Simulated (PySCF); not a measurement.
C2H2F, SMILES [CH]=CF, multiplicity 2. Atoms are numbered in the order given.

```xyz
5

C      0.1104    -1.2565     0.0000
C     -0.4443    -0.0816     0.0000
F      0.2732     1.0762     0.0000
H      1.0545    -1.7674     0.0000
H     -1.5100     0.1106     0.0000
```
Charge 0, spin multiplicity 2.

Geometry: B3LYP-D3(BJ)/def2-TZVP. The isomer is the one that the SMILES or the coordinates give; other isomers of the formula were not compared.

Level of theory: PySCF with PBE/pcH-1.

Unrestricted Kohn–Sham, ⟨S²⟩ = 0.757. Hyperfine tensors hold the contact and dipolar terms, without spin-orbit corrections.

Computed hyperfine couplings:
| nucleus | A(iso) (MHz) | A(iso) (G) | dipolar principal values (MHz) |
|---|---|---|---|
| 13C no. 1 | 280.7 | 100.2 | -81.6, -62.6, 144.2 |
| 13C no. 2 | 54.7 | 19.5 | -18.0, 4.6, 13.4 |
| 19F no. 3 | 292.3 | 104.3 | -176.5, -118.3, 294.8 |
| 1H no. 4 | -0.1 | 0.0 | -32.6, -6.4, 39.0 |
| 1H no. 5 | 49.4 | 17.6 | -7.1, -3.1, 10.1 |

Problem. And the g tensor (effective nuclear charges for spin-orbit coupling, GIAO)? (Estimate from the structure and the level; the computed values follow.)

Solution. principal values 2.0003, 2.0021, 2.0025; isotropic 2.0016.
